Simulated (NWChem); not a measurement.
System: CH3F3Sn; SMILES [CH3][Sn]([F])([F])[F]

Output (shortened):

```
             Northwest Computational Chemistry Package (NWChem) 7.3.0
             --------------------------------------------------------

 C1  symmetry detected

                             Geometry "geometry" -> ""
                             -------------------------

 Output coordinates in angstroms (scale by  1.889725989 to convert to a.u.)

  No.       Tag          Charge          X              Y              Z
 ---- ---------------- ---------- -------------- -------------- --------------
    1 C                    6.0000    -0.00260643    -2.15128241    -0.00181397
    2 Sn                  50.0000    -0.00007789    -0.01079536    -0.00004329
    3 F                    9.0000     1.75030450     0.77162485     0.32587044
    4 F                    9.0000    -1.15519574     0.77487704     1.35291120
    5 F                    9.0000    -0.59195856     0.77714409    -1.67664172
    6 H                    1.0000    -0.35412718    -2.48735829    -0.99397876
    7 H                    1.0000    -0.68636561    -2.48834423     0.79803830
    8 H                    1.0000     1.03167409    -2.48964856     0.18972935

 Effective nuclear repulsion energy (a.u.)     558.4944599806

                                 NWChem DFT Module
                                 -----------------

 Summary of "ao basis" -> "ao basis" (spherical)
 ------------------------------------------------------------------------------
       Tag                 Description            Shells   Functions and Types
 ---------------- ------------------------------  ------  ---------------------
 C                           sto-3g                  3        5   2s1p
 Sn                          sto-3g                 11       27   5s4p2d
 F                           sto-3g                  3        5   2s1p
 H                           sto-3g                  1        1   1s

            General Information
            -------------------
          SCF calculation type: DFT
          Wavefunction type:  closed shell.
          No. of atoms     :     8
          No. of electrons :    86
           Alpha electrons :    43
            Beta electrons :    43
          Charge           :     0
          Spin multiplicity:     1
          Use of symmetry is: off; symmetry adaption is: off
          Maximum number of iterations: 150
          AO basis - number of functions:    50
                     number of shells:    26
          Convergence on energy requested:  1.00D-06
          Convergence on density requested:  1.00D-05
          Convergence on gradient requested:  5.00D-04

              XC Information
              --------------
                         B3LYP Method XC Potential
                     Hartree-Fock (Exact) Exchange  0.200
                        Slater Exchange Functional  0.800 local
                    Becke 1988 Exchange Functional  0.720 non-local
              Lee-Yang-Parr Correlation Functional  0.810
                  VWN I RPA Correlation Functional  0.190 local

             Grid Information
             ----------------
          Grid used for XC integration:  medium
          Radial quadrature: Mura-Knowles
          Angular quadrature: Lebedev.
          Tag              B.-S. Rad. Rad. Pts. Rad. Cut. Ang. Pts.
          ---              ---------- --------- --------- ---------
          C                   0.70       49           7.0       434
          Sn                  1.45      123           8.0       590
          F                   0.50       49          10.0       434
          H                   0.35       45           8.0       434
          Grid pruning is: on
          Number of quadrature shells:   454
          Spatial weights used:  Erf1

      Superposition of Atomic Density Guess
      -------------------------------------

 Sum of atomic energies:       -6295.77493192

      Non-variational initial energy
      ------------------------------

 Total energy =   -6295.394969
 1-e energy   =   -9838.120021
 2-e energy   =    2984.230593
 HOMO         =      -0.215813
 LUMO         =       0.186266

     ---------------------------------------------
      Total Density - Mulliken Population Analysis
     ---------------------------------------------

    Atom       Charge   Shell Charges
 -----------   ------   -------------------------------------------------------
    1 C    6     6.21   1.99  1.34  2.88
    2 Sn  50    48.02   2.00  2.00  6.00  2.00  5.99  2.01  5.98  0.99  1.07 10.00  9.98
    3 F    9     9.65   2.00  1.96  5.70
    4 F    9     9.65   2.00  1.96  5.70
    5 F    9     9.65   2.00  1.96  5.70
    6 H    1     0.94   0.94
    7 H    1     0.94   0.94
    8 H    1     0.94   0.94

   convergence    iter        energy       DeltaE   RMS-Dens  Diis-err
 ---------------- ----- ----------------- --------- --------- ---------
 d= 0,ls=0.0,diis     1  -6299.6566209997 -6.86D+03  7.40D-02  9.11D-01
 d= 0,ls=0.0,diis     2  -6299.2986316843  3.58D-01  4.67D-02  3.21D+00
 d= 0,ls=0.0,diis     3  -6299.9366288054 -6.38D-01  4.45D-03  1.62D-02
 d= 0,ls=0.0,diis     4  -6299.9388331727 -2.20D-03  1.83D-03  7.72D-03
 d= 0,ls=0.0,diis     5  -6299.9401270034 -1.29D-03  8.75D-05  3.94D-06
  Resetting Diis
 d= 0,ls=0.0,diis     6  -6299.9401281584 -1.16D-06  5.54D-06  1.47D-08
 d= 0,ls=0.0,diis     7  -6299.9401281631 -4.71D-09  3.34D-06  2.46D-09

         Total DFT energy =    -6299.940128163135
      One electron energy =    -9831.381082922373
           Coulomb energy =     3172.985338982222
    Exchange-Corr. energy =     -200.038844203558
 Nuclear repulsion energy =      558.494459980574

 Numeric. integr. density =       85.999990133298

                       DFT Final Molecular Orbital Analysis
                       ------------------------------------

 Vector   41  Occ=2.000000D+00  E=-1.522105D-01
              MO Center=  6.2D-02,  7.6D-01, -3.9D-02, r^2= 3.5D+00
   Bfn.  Coefficient  Atom+Function         Bfn.  Coefficient  Atom+Function
  ----- ------------  ---------------      ----- ------------  ---------------
    45      0.530523  5 F  px                35      0.484110  3 F  px
    40      0.457569  4 F  px                37     -0.264948  3 F  pz
    47     -0.234565  5 F  pz                42     -0.230981  4 F  pz
    36     -0.214642  3 F  py                41      0.206264  4 F  py
    31     -0.072401  2 Sn d  1              28      0.053317  2 Sn d -2

 Vector   42  Occ=2.000000D+00  E=-1.519013D-01
              MO Center=  1.2D-01,  7.7D-01, -7.8D-03, r^2= 3.5D+00
   Bfn.  Coefficient  Atom+Function         Bfn.  Coefficient  Atom+Function
  ----- ------------  ---------------      ----- ------------  ---------------
    37      0.604986  3 F  pz                45      0.540959  5 F  px
    40     -0.426781  4 F  px                42     -0.345606  4 F  pz
    47     -0.169508  5 F  pz                35     -0.106548  3 F  px

 Vector   43  Occ=2.000000D+00  E=-1.509938D-01
              MO Center=  2.7D-02,  3.1D-01, -1.5D-03, r^2= 4.1D+00
   Bfn.  Coefficient  Atom+Function         Bfn.  Coefficient  Atom+Function
  ----- ------------  ---------------      ----- ------------  ---------------
    36      0.528155  3 F  py                46      0.516912  5 F  py
    41      0.513042  4 F  py                 4      0.379259  1 C  py
     2      0.181469  1 C  s                 32      0.119842  2 Sn d  2
    30      0.068986  2 Sn d  0              48     -0.060734  6 H  s
    49     -0.060746  7 H  s                 50     -0.060698  8 H  s

 Vector   44  Occ=0.000000D+00  E= 1.403288D-01
              MO Center= -6.4D-04, -2.7D-02, -3.7D-04, r^2= 3.1D+00
   Bfn.  Coefficient  Atom+Function         Bfn.  Coefficient  Atom+Function
  ----- ------------  ---------------      ----- ------------  ---------------
    19      0.967748  2 Sn s                  4     -0.474475  1 C  py
     2     -0.412665  1 C  s                 35      0.374674  3 F  px
    47     -0.359224  5 F  pz                42      0.289843  4 F  pz
    40     -0.247319  4 F  px                15     -0.214243  2 Sn s
    34     -0.194346  3 F  s                 39     -0.194507  4 F  s

 Vector   45  Occ=0.000000D+00  E= 2.209780D-01
              MO Center= -6.2D-02,  5.7D-02, -4.5D-02, r^2= 2.7D+00
   Bfn.  Coefficient  Atom+Function         Bfn.  Coefficient  Atom+Function
  ----- ------------  ---------------      ----- ------------  ---------------
    22      1.020556  2 Sn pz                47      0.340392  5 F  pz
    40     -0.314110  4 F  px                18     -0.309527  2 Sn pz
    44      0.285176  5 F  s                 46     -0.269486  5 F  py
    39     -0.219194  4 F  s                 37     -0.209162  3 F  pz
    41      0.206728  4 F  py                45      0.193830  5 F  px

 Vector   46  Occ=0.000000D+00  E= 2.210110D-01
              MO Center=  6.3D-02,  5.7D-02,  4.5D-02, r^2= 2.7D+00
   Bfn.  Coefficient  Atom+Function         Bfn.  Coefficient  Atom+Function
  ----- ------------  ---------------      ----- ------------  ---------------
    20      1.020576  2 Sn px                35      0.378732  3 F  px
    42     -0.320913  4 F  pz                16     -0.309530  2 Sn px
    34     -0.291376  3 F  s                 36      0.273664  3 F  py
    39      0.202799  4 F  s                 41     -0.191005  4 F  py
    47      0.187184  5 F  pz                50     -0.185932  8 H  s

     ---------------------------------------------
      Total Density - Mulliken Population Analysis
     ---------------------------------------------

    Atom       Charge   Shell Charges
 -----------   ------   -------------------------------------------------------
    1 C    6     6.39   1.99  1.25  3.15
    2 Sn  50    49.06   2.00  2.00  6.00  2.00  5.99  2.01  5.97  1.12  2.02 10.00  9.96
    3 F    9     9.25   2.00  1.98  5.27
    4 F    9     9.25   2.00  1.98  5.27
    5 F    9     9.25   2.00  1.98  5.27
    6 H    1     0.93   0.93
    7 H    1     0.93   0.93
    8 H    1     0.93   0.93

     -------------------------------------------
      Total Density - Lowdin Population Analysis
     -------------------------------------------

    Atom       Charge   Shell Charges
 -----------   ------   -------------------------------------------------------
    1 C    6     6.28   1.98  1.07  3.22
    2 Sn  50    49.17   2.00  2.00  6.00  2.00  5.99  1.99  5.89  1.13  2.22 10.00  9.96
    3 F    9     9.22   2.00  1.93  5.29
    4 F    9     9.22   2.00  1.93  5.29
    5 F    9     9.22   2.00  1.93  5.29
    6 H    1     0.96   0.96
    7 H    1     0.96   0.96
    8 H    1     0.96   0.96

     Multipole analysis of the density
     ---------------------------------

     L   x y z        total         alpha         beta         nuclear
     -   - - -        -----         -----         ----         -------
     0   0 0 0     -0.000000    -43.000000    -43.000000     86.000000

     1   1 0 0     -0.000778     -0.000389     -0.000389      0.000000
     1   0 1 0     -0.538662     -0.269331     -0.269331      0.000000
     1   0 0 1     -0.000674     -0.000337     -0.000337      0.000000

     2   2 0 0    -33.088898    -95.816752    -95.816752    158.544607
     2   1 1 0      0.001864     -0.021556     -0.021556      0.044975
     2   1 0 1      0.000275      0.000146      0.000146     -0.000017
     2   0 2 0    -32.454350   -127.910804   -127.910804    223.367258
     2   0 1 1      0.001025     -0.015275     -0.015275      0.031574
     2   0 0 2    -33.088219    -95.803999    -95.803999    158.519779
```

Level: B3LYP/STO-3G, non-relativistic. Geometry: optimised at PBE-D3(BJ)/def2-SVP (def2 core potentials past Kr). B3LYP is NWChem's, with the RPA form of VWN correlation.

Q: Which NWChem input produces such a log?

A: This is not unique; one that fits is the input that was run:
```
start job
memory heap 200 mb stack 900 mb global 1100 mb
geometry units angstroms noautoz
  C      0.000370    -2.156191     0.008886
  Sn    -0.000158    -0.015719     0.000303
  F      1.050041     0.763531    -1.439173
  F      0.718396     0.776404     1.624583
  F     -1.768943     0.768923    -0.194351
  H     -1.045688    -2.494210    -0.102517
  H      0.426002    -2.489432     0.972571
  H      0.621191    -2.496428    -0.839487
end
basis spherical
  C library sto-3g
  Sn library sto-3g
  F library sto-3g
  H library sto-3g
end
dft
  xc b3lyp
  iterations 150
  mulliken
end
task dft energy
```
